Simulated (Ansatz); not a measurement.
cis-PtH2(AsH3)2 (As2PtH8). The state is a singlet with charge 0. Geometry PBE0-D4/def2-SVP, basis def2-TZVP, Ansatz.

Cartesian coordinates in Å:
```
Pt 0.214 0.691 -0.863
H 0.359 2.240 -1.175
H 0.552 0.636 -2.412
As 0.100 -1.743 -0.849
H -0.225 -2.595 0.367
H 1.334 -2.510 -1.270
H -0.867 -2.420 -1.795
As -0.262 1.252 1.460
H -1.413 2.190 1.748
H 0.792 2.014 2.233
H -0.582 0.246 2.554
```

```csv
run,HOMO (eV),LUMO (eV)
A,-6.31,-0.70
B,-5.34,-1.27
C,-7.62,0.21
D,-5.29,-1.41
E,-5.14,-1.43
F,-5.91,-1.07
```

In the def2 sets Pt takes a core potential; there is no spin–orbit coupling. HSE06 is defined as in plane-wave codes, on full-range PBE exchange.

Problem. The runs used B97M-V, CAM-B3LYP, HSE06, PBE, PBE0, r2SCAN. Estimate which is which.

Solution. A PBE0 (25 % exact exchange); B r2SCAN (0 % exact exchange); C CAM-B3LYP (range-separated); D B97M-V (0 % exact exchange); E PBE (0 % exact exchange); F HSE06 (range-separated). Exact exchange lowers occupied and raises empty levels; among semilocal functionals meta-GGAs tend to open the gap a little, and such runs are hard to tell apart. The gap grows from 3.71 eV (PBE) to 7.83 eV (CAM-B3LYP).
